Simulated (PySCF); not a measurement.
A calculated (PBE0, PySCF 2.14, aug-cc-pVTZ, no relativity, point nucleus) atom or ion has these occupied shells.

```json
{"shell": "1s α", "electrons": "1", "orbital energy (eV)": "-6416.3", "rms radius, mean of both spins (bohr)": "0.0713"}
{"shell": "1s β", "electrons": "1", "orbital energy (eV)": "-6416.2", "rms radius, mean of both spins (bohr)": "0.0713"}
{"shell": "2s α", "electrons": "1", "orbital energy (eV)": "-748.23", "rms radius, mean of both spins (bohr)": "0.306"}
{"shell": "2s β", "electrons": "1", "orbital energy (eV)": "-745.76", "rms radius, mean of both spins (bohr)": "0.306"}
{"shell": "2p α", "electrons": "3", "orbital energy (eV)": "-640.33", "rms radius, mean of both spins (bohr)": "0.275"}
{"shell": "2p β", "electrons": "3", "orbital energy (eV)": "-638.25", "rms radius, mean of both spins (bohr)": "0.275"}
{"shell": "3s α", "electrons": "1", "orbital energy (eV)": "-91.780", "rms radius, mean of both spins (bohr)": "0.925"}
{"shell": "3s β", "electrons": "1", "orbital energy (eV)": "-85.316", "rms radius, mean of both spins (bohr)": "0.925"}
{"shell": "3p α", "electrons": "3", "orbital energy (eV)": "-60.518", "rms radius, mean of both spins (bohr)": "0.990"}
{"shell": "3p β", "electrons": "3", "orbital energy (eV)": "-53.541", "rms radius, mean of both spins (bohr)": "0.990"}
{"shell": "3d α", "electrons": "5", "orbital energy (eV)": "-10.717", "rms radius, mean of both spins (bohr)": "1.34"}
{"shell": "4s α", "electrons": "1", "orbital energy (eV)": "-6.066", "rms radius, mean of both spins (bohr)": "3.47"}
{"shell": "4s β", "electrons": "1", "orbital energy (eV)": "-5.063", "rms radius, mean of both spins (bohr)": "3.47"}
```

**Question.** Name the element and its charge.

**Answer.** Mn (manganese, neutral), in [Ar] 3d5 4s2, high-spin 6S determinant.
